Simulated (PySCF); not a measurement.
Dipole response of V (vanadium, neutral)

[Ar] 3d3 4s2, high-spin 4F determinant. Computed with PySCF 2.14 in aug-cc-pwCVTZ-DK (10s9p7d4f3g, 127 functions), with the spin-free X2C one-electron Hamiltonian (Gaussian nucleus). Coupled (time-dependent) response in atomic units; α is the mean over directions.

```json
{"method": "UHF", "mean α (bohr³)": "126.2", "C₆ (like pair)": "1393", "S(−4)": "29280"}
{"method": "PBE", "mean α (bohr³)": "90.87", "C₆ (like pair)": "975.4", "S(−4)": "4658"}
```

S(−4) is the Cauchy moment in α(ω) = α(0) + S(−4) ω² + …

Reference α: 87 ± 10 bohr³ (recommended; Schwerdtfeger and Nagle, table of static dipole polarizabilities (2023 update)). Published C₆: 832.0 (Chu and Dalgarno (2004); Tang, Norbeck and Certain (1976)).

Hartree-Fock lies above the reference because it lacks correlation, which contracts the outer shell.

α(iu) at PBE:

```json
{"u (hartree)": "0", "α(iu) (bohr³)": "90.87"}
{"u (hartree)": "0.0500", "α(iu) (bohr³)": "80.95"}
{"u (hartree)": "0.100", "α(iu) (bohr³)": "62.39"}
{"u (hartree)": "0.200", "α(iu) (bohr³)": "34.67"}
{"u (hartree)": "0.300", "α(iu) (bohr³)": "21.18"}
{"u (hartree)": "0.500", "α(iu) (bohr³)": "10.59"}
{"u (hartree)": "0.750", "α(iu) (bohr³)": "6.066"}
{"u (hartree)": "1.00", "α(iu) (bohr³)": "4.114"}
{"u (hartree)": "1.50", "α(iu) (bohr³)": "2.384"}
{"u (hartree)": "2.00", "α(iu) (bohr³)": "1.599"}
{"u (hartree)": "3.00", "α(iu) (bohr³)": "0.8792"}
{"u (hartree)": "5.00", "α(iu) (bohr³)": "0.3897"}
```

A single London oscillator, α(iu) = α/(1 + u²/ω²), gives C₆ = (3/4) ω α². Matching the computed C₆ needs ω = 4 × 975.4 / (3 × 90.87²) = 0.157 hartree.
